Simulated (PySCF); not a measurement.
SMILES O=[SiH2] (H₂OSi), singlet, B3LYP/def2-SVP optimised geometry.

```
4

Si    -0.31     0.06     0.00
O     -1.18     1.33     0.00
H     -0.87    -1.33     0.00
H      1.18     0.06     0.00
```

Density from B3LYP/def2-TZVP (PySCF) at that geometry.

Minimum of the electron density along straight lines between bonded atoms, close to the bond critical point (lines longer than 1.1 times the sum of covalent radii, or with two minima, are not listed):

| bond | length / Å | ρ at the minimum / e bohr⁻³ | ∇²ρ there / e bohr⁻⁵ | position (fraction from the first atom) |
|---|---|---|---|---|
| Si1–O2 | 1.536 | [?] | [?] | 0.42 |
| Si1–H3 | 1.490 | 0.124 | 0.11 | 0.49 |
| Si1–H4 | 1.490 | 0.124 | 0.11 | 0.49 |

### Question
What belongs in the gaps?

### Answer

- Si1–O2, ρ at the minimum / e bohr⁻³: 0.181
- Si1–O2, ∇²ρ there / e bohr⁻⁵: 1.35
